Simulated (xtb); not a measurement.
F$_{3}$Sc, triplet, at a GFN2-xTB geometry (such geometries of metal compounds can be far from the true shape) (the multiplicity is a formal guess); GFN2-xTB (xtb).

Input for xtb:
```
$ xtb mol.xyz --gfn 2 --uhf 2 --json

# file mol.xyz
4

Sc    -0.00000000     0.00000000    -0.00000000
F     -1.56022411    -0.96698077     0.06599949
F     -0.00103303     1.69838251    -0.69943035
F      1.56125715    -0.73140173     0.63343086
```

Write the output that xtb gives for this input, abridged.


```
   ID    Z sym.   atoms
    1   21 Sc     1
    2    9 F      2-4

           -------------------------------------------------
          |                Calculation Setup                |
           -------------------------------------------------

           -------------------------------------------------
          |                 G F N 2 - x T B                 |
           -------------------------------------------------

          ...................................................
          :                      SETUP                      :
          :.................................................:
          :  # basis functions                  22          :
          :  # atomic orbitals                  21          :
          :  # shells                            9          :
          :  # electrons                        24          :
          :  max. iterations                   250          :
          :  Hamiltonian                  GFN2-xTB          :
          :  restarted?                      false          :
          :  GBSA solvation                  false          :
          :  PC potential                    false          :
          :  electronic temp.          300.0000000     K    :
          :  accuracy                    1.0000000          :
          :  -> integral cutoff          0.2500000E+02      :
          :  -> integral neglect         0.1000000E-07      :
          :  -> SCF convergence          0.1000000E-05 Eh   :
          :  -> wf. convergence          0.1000000E-03 e    :
          :  Broyden damping             0.4000000          :
          :  net charge                          0          :
          :  unpaired electrons                  2          :
          ...................................................

 iter      E             dE          RMSdq      gap      omega  full diag
   1    -15.0357870 -0.150358E+02  0.141E+01    0.25       0.0  T
   2    -15.3016934 -0.265906E+00  0.731E+00    0.19       1.0  T
   3    -15.3027135 -0.102012E-02  0.399E+00    0.17       1.0  T
   4    -15.3027672 -0.536946E-04  0.441E-01    0.15       1.0  T
   5    -15.3027731 -0.583806E-05  0.176E-01    0.15       1.0  T
   6    -15.2943311  0.844193E-02  0.106E+00    0.15       1.0  T
   7    -15.3028050 -0.847383E-02  0.560E-02    0.15       1.0  T
   8    -15.3026074  0.197543E-03  0.166E-01    0.15       1.0  T
   9    -15.3028084 -0.201018E-03  0.198E-02    0.15       2.5  T
  10    -15.3028089 -0.465259E-06  0.570E-03    0.15       8.8  T
  11    -15.3028091 -0.163608E-06  0.860E-04    0.15      58.1  T
  12    -15.3028091 -0.751269E-09  0.649E-04    0.15      77.0  T

   *** convergence criteria satisfied after 12 iterations ***

 transition dipole moment (au) for excitation:          12          13
     X       Y       Z
  -0.0000   0.0000  -0.0000  total (au/Debye):    0.000   0.000
 dE (eV)             :    5.957
 oscillator strength :  0.36948E-09

         :::::::::::::::::::::::::::::::::::::::::::::::::::::
         ::                     SUMMARY                     ::
         :::::::::::::::::::::::::::::::::::::::::::::::::::::
         :: total energy             -15.279116238270 Eh    ::
         :: gradient norm              0.000020490295 Eh/a0 ::
         :: HOMO-LUMO gap              0.152797309358 eV    ::
         ::.................................................::
         :: SCC energy               -15.302808866570 Eh    ::
         :: -> isotropic ES            0.058128520106 Eh    ::
         :: -> anisotropic ES          0.002017751186 Eh    ::
         :: -> anisotropic XC         -0.004604016473 Eh    ::
         :: -> dispersion             -0.001319126617 Eh    ::
         :: repulsion energy           0.023692628300 Eh    ::
         :: add. restraining           0.000000000000 Eh    ::
         :: total charge               0.000000000091 e     ::
         :::::::::::::::::::::::::::::::::::::::::::::::::::::

           -------------------------------------------------
          |                Property Printout                |
           -------------------------------------------------

    * Orbital Energies and Occupations

         #    Occupation            Energy/Eh            Energy/eV
      -------------------------------------------------------------
         1        2.0000           -0.8791882             -23.9239
         2        2.0000           -0.8791876             -23.9239
         3        2.0000           -0.8716204             -23.7180
         4        2.0000           -0.5621654             -15.2973
         5        2.0000           -0.5610599             -15.2672
         6        1.9997           -0.5480776             -14.9140
         7        1.9997           -0.5480771             -14.9139
         8        1.8358           -0.5420551             -14.7501
         9        1.8357           -0.5420544             -14.7501
        10        1.8014           -0.5418345             -14.7441
        11        1.8013           -0.5418340             -14.7441
        12        1.7265           -0.5414371             -14.7333
        13        0.9302           -0.3225081              -8.7759 (HOMO)
        14        0.0349           -0.3168929              -8.6231 (LUMO)
        15        0.0349           -0.3168929              -8.6231
        16        0.0000           -0.3087809              -8.4024
        17        0.0000           -0.3087809              -8.4024
        18                         -0.1069053              -2.9090
        19                         -0.0849645              -2.3120
        20                          0.3125083               8.5038
        21                          0.3125085               8.5038
      -------------------------------------------------------------
                  HL-Gap            0.0056152 Eh            0.1528 eV
             Fermi-level           -0.4302782 Eh          -11.7085 eV

     #   Z          covCN         q      C6AA      α(0)
     1  21 Sc       1.932     0.657   253.956    34.241
     2   9 F        0.644    -0.219    11.460     3.995
     3   9 F        0.644    -0.219    11.460     3.995
     4   9 F        0.644    -0.219    11.460     3.995

 Mol. C6AA /au·bohr⁶  :        632.296811
 Mol. C8AA /au·bohr⁸  :      48066.900855
 Mol. α(0) /au        :         46.226741

Wiberg/Mayer (AO) data.
largest (>0.10) Wiberg bond orders for each atom

 ---------------------------------------------------------------------------
     #   Z sym  total        # sym  WBO       # sym  WBO       # sym  WBO
 ---------------------------------------------------------------------------
     1  21 Sc   2.194 --     2 F    0.731     4 F    0.731     3 F    0.731
     2   9 F    0.810 --     1 Sc   0.731
     3   9 F    0.810 --     1 Sc   0.731
     4   9 F    0.810 --     1 Sc   0.731
 ---------------------------------------------------------------------------

Topologies differ in total number of bonds
Writing topology from bond orders to xtbtopo.mol

molecular dipole:
                 x           y           z       tot (Debye)
 q only:        0.000       0.000       0.000
   full:        0.000       0.000       0.000       0.000
molecular quadrupole (traceless):
                xx          xy          yy          xz          yz          zz
 q only:       -1.757      -0.428      -1.150      -1.040       2.012       2.908
  q+dip:       -2.069      -0.504      -1.355      -1.225       2.369       3.424
   full:       -3.101      -0.756      -2.030      -1.835       3.550       5.131

           -------------------------------------------------
          | TOTAL ENERGY              -15.279116238270 Eh   |
          | GRADIENT NORM               0.000020490295 Eh/α |
          | HOMO-LUMO GAP               0.152797309358 eV   |
           -------------------------------------------------

normal termination of xtb
```
